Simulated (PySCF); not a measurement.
Two species compared at the same levels of theory.

First species: C₆H₉Cl.
SMILES: `C1C[C@@H](Cl)CC=1C`

Second species: C₄H₆SSi.
SMILES: `C#C[SiH2]SC=C`

Levels: PBE0/def2-SVPD for HOMO energy, LUMO energy, HOMO–LUMO gap and static isotropic polarisability; TDDFT PBE0/def2-SVPD for lowest singlet excitation; TDA PBE0/def2-SVPD for lowest triplet excitation (Tamm–Dancoff). Geometries: GFN2-xTB. All species are isolated and taken at one optimised geometry, non-relativistic unless stated; the electronic structure was computed with PySCF and density fitting.

Dipoles, sizes and rotational constants follow the conformer. The torsions of the flexible species, by atom-mapped SMILES:
- `[CH:1]#[C:2][SiH2:3][S:4][CH:5]=[CH2:6]`: C2–Si3–S4–C5 -66°, Si3–S4–C5–C6 9°

The conformers of `CC1=CC[C@@H](Cl)C1` aren't listed.

```tsv
property	column X	column Y
HOMO energy	-6.63 eV	-6.96 eV
LUMO energy	-0.68 eV	0.51 eV
HOMO–LUMO gap	5.95 eV	7.47 eV
lowest singlet excitation	4.79 eV	6.40 eV
lowest triplet excitation (Tamm–Dancoff)	3.89 eV	4.34 eV
static isotropic polarisability	92.5 au	81.9 au
```

(1) Which column belongs to which species?

(2) How does each property change from the first species to the second?

Results:

(1) Column X is the second species and column Y the first. The first has 16 atoms and 62 electrons, the second 12 and 60.

(2) HOMO energy +0.33 eV; LUMO energy -1.19 eV; HOMO–LUMO gap -1.52 eV; lowest singlet excitation -1.61 eV; lowest triplet excitation (Tamm–Dancoff) -0.45 eV; static isotropic polarisability +10.6 au.

On the first: The 6 singlets span 6.40 to 7.26 eV, and their oscillator strengths add up to 0.30. S1 lies 1.07 eV below the HOMO–LUMO gap; its leading configuration is HOMO→LUMO+1, weight 0.94.

On the second: In wavenumbers S1 is 38600 cm⁻¹ (1 eV = 8065.54 cm⁻¹). The principal polarisabilities are 74.2, 97.6 and 105.6 au; their mean is the isotropic value.
